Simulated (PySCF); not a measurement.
Gas-phase reaction: Si3O3 + 3 O ⇌ 3 SiO2

Method: PySCF energies (xtb for GFN2) plus ideal-gas RRHO corrections (1 bar). † marks an energy on the PBE0/def2-TZVP geometry and frequencies; other levels use their own. MP2 and CCSD(T) freeze the core. 6-31G* has spherical d functions here. Open shells (unrestricted): O (multiplicity 3, electronic degeneracy 9); the rest are closed-shell singlets. GFN2 has no spin-polarisation term. Spin-orbit splitting is ignored; it lowers the true energy and changes the entropy of O. B3LYP is the form with VWN-RPA correlation. Si3O3: computed as isolated molecules; such fragments, hydroxides, amides, oligomers or adducts are transient or little studied in the gas. MP2 isn't extrapolated to the basis-set limit; its ΔH°(298 K) is -798.9 kJ in def2-SVP and -946.3 kJ in def2-TZVPP. CCSD(T) isn't extrapolated to the basis-set limit; its ΔH°(298 K) is -622.8 kJ in def2-SVP and -752.0 kJ in def2-TZVPP. The harmonic model lacks anharmonicity and excited electronic states, which grow with temperature; levels with a mode under 35 cm⁻¹ are left out. Soft modes under 120 cm⁻¹ make the harmonic entropy rough for Si3O3. Warning, large T1 diagnostic: SiO2 (CCSD(T)/def2-SVP†).

```csv
level,"ΔE electronic, kJ","ΔH°(298 K), kJ","ΔS°(298 K), J/K","ΔG°(1800 K), kJ"
B3LYP/6-31G*,-714,-701,-117,-457
B3LYP/def2-TZVP†,-816,-803,-122,-549
BLYP/def2-TZVP†,-958,-945,-122,-691
CCSD(T)/def2-SVP†,-636,-623,-122,-369
GFN2-xTB,-2687,-2666,-129,-2390
HF/def2-TZVP†,-14,-1,-122,252
MP2/def2-TZVPP†,-960,-946,-122,-693
PBE0/def2-QZVP†,-778,-765,-122,-512
PBE0/def2-SVP†,-686,-673,-122,-420
ωB97M-V/def2-TZVP†,-766,-753,-122,-499
ωB97X-V/def2-TZVP†,-776,-763,-122,-509
```
ΔH° is lowest at GFN2-xTB and highest at HF/def2-TZVP†. No reference value is set beside these.
